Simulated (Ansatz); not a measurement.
Species: C₄H₂ISe, charge 0, multiplicity 2. It need not be the lowest isomer of its formula. SMILES: Ic1[c]c[se]c1
Geometry from a B3LYP-D3(BJ)/def2-TZVP (Ansatz, a first-principles code) optimisation:
```xyz
8

I      1.8499    -0.9249     0.4583
C     -0.0436    -0.1381     0.0306
C     -1.2180    -0.9152     0.0926
C     -2.4005    -0.3732    -0.1876
Se    -2.1025     1.4565    -0.6258
C     -0.2738     1.1507    -0.3302
H     -3.3928    -0.7899    -0.1973
H      0.4454     1.9440    -0.4503
```
Charge 0, spin multiplicity 2.

Wanted: atomisation energy (electronic, to ground-state atoms), in kcal/mol. Cores are frozen in the correlated levels unless marked. Open shells are spin-unrestricted. No spin-orbit coupling. Frozen are the shells of the preceding noble gas and the d and f shells that filled before the atom's block. In def2 rows, elements after Kr have scalar-relativistic effective core potentials. STO-3G rows are all-electron and non-relativistic. The coupled-cluster limit lacks core correlation, which all-electron functionals hold. CBS marks a two-point X^-3 extrapolation of the correlation energy; Hartree-Fock from the larger set.

```json
[
 {"level": "HF/STO-3G", "program": "Ansatz", "atomisation energy (kcal/mol)": "638.1", "minus last row": "-132.2"},
 {"level": "PBE-D3(BJ)/def2-TZVPD", "program": "Ansatz + dftd3", "atomisation energy (kcal/mol)": "823.6", "minus last row": "53.3"},
 {"level": "r2SCAN-D3(BJ)/def2-TZVPD", "program": "Ansatz + dftd3", "atomisation energy (kcal/mol)": "790.4", "minus last row": "20.1"},
 {"level": "B3LYP-D4/def2-TZVPD", "program": "Ansatz + dftd4", "atomisation energy (kcal/mol)": "775.1", "minus last row": "4.8"},
 {"level": "B3LYP/def2-TZVPD", "program": "Ansatz", "atomisation energy (kcal/mol)": "763.0", "minus last row": "-7.3"},
 {"level": "BHLYP/def2-TZVPD", "program": "Ansatz", "atomisation energy (kcal/mol)": "727.8", "minus last row": "-42.5"},
 {"level": "r2SCANh/def2-TZVPD", "program": "Ansatz", "atomisation energy (kcal/mol)": "779.7", "minus last row": "9.4"},
 {"level": "CAM-B3LYP-D3(BJ)/def2-TZVPD", "program": "Ansatz + dftd3", "atomisation energy (kcal/mol)": "771.0", "minus last row": "0.7"},
 {"level": "LC-wPBE-D3(BJ)/def2-TZVPD", "program": "Ansatz + dftd3", "atomisation energy (kcal/mol)": "779.9", "minus last row": "9.6"},
 {"level": "B2GP-PLYP-D4/def2-TZVPD", "program": "Ansatz + dftd4", "atomisation energy (kcal/mol)": "766.5", "minus last row": "-3.8"},
 {"level": "PBE-QIDH/def2-TZVPD", "program": "Ansatz", "atomisation energy (kcal/mol)": "780.1", "minus last row": "9.8"},
 {"level": "MP2/CBS(def2-TZVPP,def2-QZVPP)", "program": "Ansatz", "atomisation energy (kcal/mol)": "786.4", "minus last row": "16.1"},
 {"level": "RI-MP2/CBS(def2-TZVPP,def2-QZVPP)", "program": "Ansatz", "atomisation energy (kcal/mol)": "786.3", "minus last row": "16.0"},
 {"level": "CCSD(T)/def2-SVP", "program": "Ansatz", "atomisation energy (kcal/mol)": "728.3", "minus last row": "-42.0"},
 {"level": "CCSD(T)/CBS(def2-TZVPP,def2-QZVPP)", "program": "Ansatz", "atomisation energy (kcal/mol)": "770.3", "minus last row": "0.0"}
]
```

The UHF reference is spin-contaminated (<S^2> 0.45 over the pure value in the largest basis).
